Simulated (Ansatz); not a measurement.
```yaml
crystal:
  periodic: [false, false, false]
  atoms:
    - {symbol: F, position_ang: [-0.963720, 0.200570, 1.432432]}
    - {symbol: Ge, position_ang: [-0.012863, -0.009682, 0.025505]}
    - {symbol: Cl, position_ang: [1.473796, -1.435317, 0.466306]}
    - {symbol: Cl, position_ang: [-1.285764, -0.685415, -1.510719]}
    - {symbol: Cl, position_ang: [0.838452, 1.856146, -0.454925]}
basis:
  gaussian: {orbitals: def2-TZVP, final_grid: {core_spheres: 1, valence_spheres: 1, degree: 5}}
hamiltonian: {xc: {name: r2SCAN}}
output: {forces: true}
```

```sh
$ ansatz run in.yaml --threads 4 --pin off --events-out ev --progress --plain --max-ram 10444MiB
```

It prints (some lines left out):

```
Functional definition: r2SCAN
  name "r2SCAN"
  cite "Furness, Kaplan, Ning, Perdew & Sun, J. Phys. Chem. Lett. 11, 8208 (2020) doi:10.1021/acs.jpclett.0c02405"
  cite "Furness, Kaplan, Ning, Perdew & Sun, J. Phys. Chem. Lett. 11, 9248 (2020) doi:10.1021/acs.jpclett.0c03077"
  parent r2scan
  parameter k0 = 0.174
  parameter k1 = 0.065
  parameter a1 = 4.9479
  exchange = r2scan_x(k0 = k0, k1 = k1, a1 = a1)
  correlation = r2scan_c
1282 factors; their error is unknown
mean field evaluation 1: about -96803.9449 eV, gradient 4.3e1 eV
mean field evaluation 2: about -96794.5832 eV, gradient 9.3e1 eV
mean field evaluation 4: about -96806.4797 eV, gradient 3.3e0 eV
mean field evaluation 16: about -96855.5271 eV, gradient 3.6e-1 eV
mean field -96855.52763294 eV, -3559.3749894761 hartree, gradient 6.8e-5 eV, S^2 0.000000; 0 other end points of the search recorded, 0 dependent functions left out
the calculation of the forces begins
reference -96855.52763325 eV, -3559.3749894874 hartree; 46, 46 occupied and 144, 144 virtual orbitals, 1282 factors
Total energy: -96855.52763325 eV, -3559.3749894874 hartree
Atom 0 at    -0.963720     0.200570     1.432432 Å, force     5.544017    -1.173809    -8.328629 eV/Å
Atom 1 at    -0.012863    -0.009682     0.025505 Å, force   -23.999449    14.275093    13.921639 eV/Å
Atom 2 at     1.473796    -1.435317     0.466306 Å, force     9.295827    -6.194206    -3.791839 eV/Å
Atom 3 at    -1.285764    -0.685415    -1.510719 Å, force    -1.959395   -11.277571    -4.150712 eV/Å
Atom 4 at     0.838452     1.856146    -0.454925 Å, force    11.119000     4.370494     2.349541 eV/Å
Dipole moment:     0.020576     0.059806    -0.185354 e Å
```

In this input the integration grid is far too coarse. The run converged. The result belongs to that input, not to the molecule as meant.
